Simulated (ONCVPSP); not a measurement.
## Potentials for nitrogen compared

Generated with ld1.x 7.5 (TM, RRKJ, ultrasoft, PAW), atompaw 4.2 or ONCVPSP 4.0.1. The cutoff is in Ry: for ld1.x and atompaw files where the sum of valence levels is converged to 10 mRy in a Bessel basis, for ONCV files where the hardest occupied wave has 1 mHa per electron of residual kinetic energy. The error is the largest all-electron minus pseudo excitation energy over each file’s own four to seven test configurations (ionisations up to +4, promotions, holes and added fractions of an electron), all of which were solved. The labels leave out finer settings (local radius, basis sizes, second energies), which also bear on the numbers. Spin-polarised tests are not counted. The rows are a selection from randomly drawn settings: files with unsolved tests, undetermined cutoffs or missed reference levels are left out.

A true bound ghost makes a file unfit for plane-wave use even where its test errors are small: the radial tests pick states by their node count and pass the ghost by.

| potential | cutoff (Ry) | largest error (meV) | bound ghosts |
| --- | --- | --- | --- |
| ONCV, PBE, non-relativistic, rc 0.90/2.25 (sp), local smoothed, core correction yes, reference 2s2 2p3, qcut 6.9/5.4, projectors 2/2 | 63 | +3211 | none |
| ONCV, PBE, scalar-relativistic, rc 0.85/1.65 (sp), local smoothed, core correction yes, reference 2s1 2p4, qcut 7.3/6.7, projectors 3/2 | 61 | +1491 | s |
| ONCV, PBE, scalar-relativistic, rc 0.85/2.50 (sp), local s, core correction yes, reference 2s2 2p3, qcut 9.9/4.6, projectors 0/2 | 64 | +4871 | none |
| ONCV, BLYP, scalar-relativistic, rc 1.15/2.25 (sp), local smoothed, core correction yes, reference 2s2 2p3, qcut 4.4/6.2, projectors 3/2 | 149 | +2884 | s |
| ONCV, PBE, non-relativistic, rc 0.80/1.75/1.75 (spd), local smoothed, core correction no, reference 2s2 2p2.5, qcut 7.3/6.4/6.5, projectors 2/3/1 | 60 | +2454 | none |

Fill in the row for N: ONCV, LDA (Perdew-Wang 92), scalar-relativistic, rc 0.95/1.45/1.15 (spd), local s, core correction yes, reference 2s2 2p2, qcut 6.4/7.8/8.2, projectors 0/2/2.

cutoff 120 Ry, largest error +561 meV, bound ghosts: none.

Fill in the row for N: ONCV, LDA (Perdew-Zunger), scalar-relativistic, rc 0.78/1.32 (sp), local smoothed, core correction yes, reference 2s2 2p3, qcut 9.3/8.4, projectors 1/2.

cutoff 60 Ry, largest error +195 meV, bound ghosts: none.
